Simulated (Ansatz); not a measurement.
CH6Si3, SMILES `C1=[SiH][SiH2][SiH2]1` (charge 0, multiplicity 1).

Z-matrix (Å, degrees):
```
Si
H 1 1.4917
H 1 1.4917 2 106.97
C 1 1.8551 2 115.29 3 -129.67
H 4 1.0847 1 127.29 2 62.72
Si 4 1.7239 5 130.90 1 179.99
H 6 1.4922 4 126.80 5 0.02
Si 6 2.3086 7 138.15 4 180.00
H 8 1.4873 6 116.36 7 65.25
H 8 1.4873 9 108.94 6 133.93
```
Charge 0, multiplicity 1.

Frozen-core energies in 6-31g from Ansatz (an electronic-structure program) at a geometry from PBE0-D3(BJ)/def2-TZVP; the HF reference has <S^2> = 0.00 (restricted, and unstable towards unrestricted orbitals) and the T1 diagnostic is 0.012.

| level | energy (Ha) | difference from CCSDT(Q) (mHa) |
|---|---|---|
| HF | -907.89827 | 315.36 |
| MP2 | -908.15490 | 58.74 |
| CCSD | -908.20194 | 11.70 |
| CCSD(T) | -908.21183 | 1.81 |
| CCSDT | -908.21281 | 0.83 |
| CCSDT(Q) | -908.21364 | 0.00 |
